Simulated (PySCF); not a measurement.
H6OSi2, triplet, at the geometry of the source list (a higher spin typed on purpose: for a closed-shell molecule this is an excited state); CASSCF(4,5)/STO-3G (PySCF).

The PySCF input:
```python
from pyscf import gto, scf, mcscf
import numpy

mol = gto.M(
    atom='''
Si    1.568600   -0.316600    0.072800
O    -0.007000   -0.096100   -0.227200
Si   -1.569000    0.311000   -0.088800
H     2.091000   -0.956100   -1.131700
H     2.164900    0.996200    0.310900
H     1.680100   -1.174900    1.251700
H    -2.125500   -0.431200    1.040000
H    -2.162600   -0.084600   -1.363200
H    -1.640500    1.752200    0.135700
''',
    basis='sto-3g',
    charge=0,
    spin=2,
    verbose=4,
)

mf = scf.ROHF(mol)
mf.kernel()
mc = mcscf.CASSCF(mf, 5, 4)
mc.fix_spin_(ss=2.0)
mc.kernel()
occ = numpy.linalg.eigvalsh(mc.fcisolver.make_rdm1(mc.ci, mc.ncas, mc.nelecas))[::-1]
ss = mc.fcisolver.spin_square(mc.ci, mc.ncas, mc.nelecas)[0]
print('natural occupations', occ.round(4), ' <S^2>', round(ss, 4))
```

The log (banner, timings and long lists left out):

```
PySCF version 2.14.0

[INPUT] verbose = 4
[INPUT] num. atoms = 9
[INPUT] num. electrons = 42
[INPUT] charge = 0
[INPUT] spin (= nelec alpha-beta = 2S) = 2
[INPUT] symmetry False subgroup None
[INPUT] Mole.unit = angstrom
[INPUT] Symbol           X                Y                Z      unit          X                Y                Z       unit  Magmom
[...]
nuclear repulsion = 160.095887418713
number of shells = 19
number of NR pGTOs = 87
number of NR cGTOs = 29
basis = sto-3g
ecp = {}

******** <class 'pyscf.scf.rohf.ROHF'> ********
method = ROHF
initial guess = minao
damping factor = 0
level_shift factor = 0
DIIS = <class 'pyscf.scf.diis.CDIIS'>
diis_start_cycle = 1
diis_space = 8
diis_damp = 0
SCF conv_tol = 1e-09
SCF conv_tol_grad = None
SCF max_cycles = 50
direct_scf = True
direct_scf_tol = 1e-13
num. doubly occ = 20  num. singly occ = 2
Set gradient conv threshold to 3.16228e-05
init E= -648.201164013836
[...]
cycle= 1 E= -647.972966967502  delta_E= 0.228  |g|= 0.51  |ddm|= 3.05
[...]
cycle= 2 E= -648.150562585068  delta_E= -0.178  |g|= 0.48  |ddm|= 1.22
[...]
cycle= 3 E= -648.240085430901  delta_E= -0.0895  |g|= 0.145  |ddm|= 0.466
[...]
cycle= 4 E= -648.256528894112  delta_E= -0.0164  |g|= 0.0505  |ddm|= 0.349
[...]
cycle= 5 E= -648.257986916415  delta_E= -0.00146  |g|= 0.0259  |ddm|= 0.147
[...]
cycle= 6 E= -648.259219681346  delta_E= -0.00123  |g|= 0.00117  |ddm|= 0.0707
[...]
cycle= 7 E= -648.259218835481  delta_E= 8.46e-07  |g|= 0.00106  |ddm|= 0.00324
[...]
cycle= 8 E= -648.259220987445  delta_E= -2.15e-06  |g|= 0.000212  |ddm|= 0.00272
[...]
cycle= 9 E= -648.259221272112  delta_E= -2.85e-07  |g|= 0.000204  |ddm|= 0.00113
[...]
cycle= 10 E= -648.259221297816  delta_E= -2.57e-08  |g|= 0.000203  |ddm|= 9.88e-05
[...]
cycle= 11 E= -648.259222637142  delta_E= -1.34e-06  |g|= 0.000205  |ddm|= 0.00538
[...]
cycle= 12 E= -648.259227556051  delta_E= -4.92e-06  |g|= 0.00019  |ddm|= 0.0224
[...]
cycle= 13 E= -648.259232605644  delta_E= -5.05e-06  |g|= 0.000124  |ddm|= 0.0315
[...]
cycle= 14 E= -648.259235217023  delta_E= -2.61e-06  |g|= 7.85e-05  |ddm|= 0.0282
[...]
cycle= 15 E= -648.259235908513  delta_E= -6.91e-07  |g|= 4.93e-05  |ddm|= 0.0163
[...]
cycle= 16 E= -648.259236022534  delta_E= -1.14e-07  |g|= 1.34e-05  |ddm|= 0.00692
[...]
cycle= 17 E= -648.259236033543  delta_E= -1.1e-08  |g|= 4.79e-05  |ddm|= 0.00384
[...]
cycle= 18 E= -648.259236033978  delta_E= -4.36e-10  |g|= 4.32e-05  |ddm|= 0.000338
[...]
cycle= 19 E= -648.259236036826  delta_E= -2.85e-09  |g|= 1.17e-05  |ddm|= 0.0013
[...]
cycle= 20 E= -648.259236037635  delta_E= -8.09e-10  |g|= 4.43e-06  |ddm|= 0.000841
[...]
Extra cycle  E= -648.259236037655  delta_E= -2.01e-11  |g|= 3.65e-06  |ddm|= 1.8e-05
converged SCF energy = -648.259236037655

******** <class 'pyscf.mcscf.mc1step.CASSCF'> ********
CAS (3e+1e, 5o), ncore = 19, nvir = 5
max_cycle_macro = 50
max_cycle_micro = 4
conv_tol = 1e-07
conv_tol_grad = None
orbital rotation max_stepsize = 0.02
orbital rotation threshold for CI restart = 0.01
augmented hessian ah_max_cycle = 30
augmented hessian ah_conv_tol = 1e-12
augmented hessian ah_linear dependence = 1e-14
augmented hessian ah_level shift = 1e-08
augmented hessian ah_start_tol = 2.5
augmented hessian ah_start_cycle = 3
augmented hessian ah_grad_trust_region = 3
kf_trust_region = 3
kf_interval = 4
ci_response_space = 4
ci_grad_trust_region = 3
with_dep4 0
natorb = False
canonicalization = True
sorting_mo_energy = False
ao2mo_level = 2
internal_rotation = False
******** <class 'pyscf.fci.addons.SpinPenaltyFCISolver'> ********
max. cycles = 50
conv_tol = 1e-08
davidson only = True
linear dependence = 1e-12
level shift = 0.001
max iter space = 12
nroots = 1
pspace_size = 400
spin = None
CASCI E = -648.260230243704  S^2 = 2.0000000
Set conv_tol_grad to 0.000316228
macro iter   1 ( 12 JK    3 micro), CASSCF E = -648.260857263966  dE = -6.27020262e-04  S^2 = 2.0000000
               |grad[o]|=0.00262  |grad[c]|=0.00466  |ddm|=0.0157  |maxRot[o]|=0.148
macro iter   2 ( 21 JK    4 micro), CASSCF E = -648.266804413385  dE = -5.94714942e-03  S^2 = 2.0000000
               |grad[o]|=0.00376  |grad[c]|=0.0225  |ddm|=0.0604  |maxRot[o]|=0.264
macro iter   3 ( 21 JK    4 micro), CASSCF E = -648.271779173328  dE = -4.97475994e-03  S^2 = 2.0000000
               |grad[o]|=0.011  |grad[c]|=0.014  |ddm|= 0.01  |maxRot[o]|=0.164
macro iter   4 ( 21 JK    4 micro), CASSCF E = -648.273834256368  dE = -2.05508304e-03  S^2 = 2.0000000
               |grad[o]|=0.00938  |grad[c]|=0.00452  |ddm|=0.0259  |maxRot[o]|=0.242
macro iter   5 ( 21 JK    4 micro), CASSCF E = -648.274966337743  dE = -1.13208137e-03  S^2 = 2.0000000
               |grad[o]|=0.00641  |grad[c]|=0.00337  |ddm|=0.0129  |maxRot[o]|=0.312
macro iter   6 ( 21 JK    4 micro), CASSCF E = -648.275504121006  dE = -5.37783263e-04  S^2 = 2.0000000
               |grad[o]|=0.0038  |grad[c]|=0.00187  |ddm|=0.00225  |maxRot[o]|=0.312
macro iter   7 ( 17 JK    4 micro), CASSCF E = -648.275638442851  dE = -1.34321845e-04  S^2 = 2.0000000
               |grad[o]|=0.00188  |grad[c]|=0.000876  |ddm|=0.000865  |maxRot[o]|= 0.22
macro iter   8 (  7 JK    2 micro), CASSCF E = -648.275641069158  dE = -2.62630704e-06  S^2 = 2.0000000
               |grad[o]|=0.000435  |grad[c]|=0.000125  |ddm|=0.000223  |maxRot[o]|=0.00614
macro iter   9 (  3 JK    1 micro), CASSCF E = -648.275641086809  dE = -1.76513595e-08  S^2 = 2.0000000
               |grad[o]|=3.92e-05  |grad[c]|=2.61e-05  |ddm|=5.37e-05  |maxRot[o]|=0.000645
1-step CASSCF converged in   9 macro (144 JK  30 micro) steps
CASSCF canonicalization
Density matrix diagonal elements [1.9757342  1.00000097 0.99894025 0.00620541 0.01911917]
CASSCF energy = -648.275641086809
CASCI E = -648.275641086809  E(CI) = -3.41512701718329  S^2 = 2.0000000
natural occupations [1.9758e+00 1.0000e+00 9.9900e-01 2.4500e-02 8.0000e-04]  <S^2> 2.0
```
